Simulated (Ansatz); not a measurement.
A calculation with Ansatz (development build ahead of 0.2.0).

```yaml
crystal:
  periodic: [false, false, false]
  atoms:
    - { symbol: Li, position_ang: [0.0, 0.0, 0.0] }
    - { symbol: Be, position_ang: [0.0, 4.2917, 3.2932] }
    - { symbol: Be, position_ang: [0.0, -4.2917, 3.2932] }
basis:
  gaussian: { orbitals: pcseg-2 }
total_charge: 1
magnetization:
  spin_polarized: true
  initial_magnetization: 2
hamiltonian:
  xc: r2scan
```

The input is written out in the form of the current development build from the run's settings.

Results

```yaml
Converged: yes
Total_energy: -36.51213 hartree
Spin_squared_of_the_determinant: 2.001
Stability_test: minimum
```

Caution: charge can spread falsely over distant fragments; other spin multiplicities may lie lower.
